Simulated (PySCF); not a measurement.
NO3, SMILES [O]N([O])[O] (connectivity only; charge and spin as stated), neutral, multiplicity 2.

Geometry: B3LYP-D3(BJ)/def2-TZVP.

These are TDA-PBE/def2-SVPD (PySCF 2.14.0) values and carry that method's errors.

Vertical excitations; the highest root listed may be one member of a degenerate set. Gas-phase values at a fixed geometry.

```
state    energy (eV)  λ (nm)      f                                                                     main pairs
-------  -----------  ------  -----  -----------------------------------------------------------------------------
root 1          1.83     678  0.000                                                   β HOMO→LUMO (degenerate set)
root 2          1.83     678  0.000                                                 β HOMO−1→LUMO (degenerate set)
root 3          2.90     427  0.015                   α HOMO−2→LUMO, β HOMO−3→LUMO, β HOMO−2→LUMO (degenerate set)
root 4          2.90     427  0.015                   α HOMO−1→LUMO, β HOMO−2→LUMO, β HOMO−3→LUMO (degenerate set)
root 5          4.82     257  0.000                                                              α HOMO→LUMO 100 %
root 6          5.06     245  0.000  α HOMO−1→LUMO, α HOMO−2→LUMO, β HOMO→LUMO+1, β HOMO−1→LUMO+1 (degenerate set)
root 7          5.06     245  0.000  α HOMO−2→LUMO, α HOMO−1→LUMO, β HOMO−1→LUMO+1, β HOMO→LUMO+1 (degenerate set)
root 8          5.79     214  0.000                                α HOMO−3→LUMO, β HOMO−2→LUMO+1 (degenerate set)
root 9          5.79     214  0.000                                α HOMO−4→LUMO, β HOMO−3→LUMO+1 (degenerate set)
root 10         6.73     184  0.000                                                             α HOMO−3→LUMO 94 %
```
Unrestricted roots are not spin-pure.
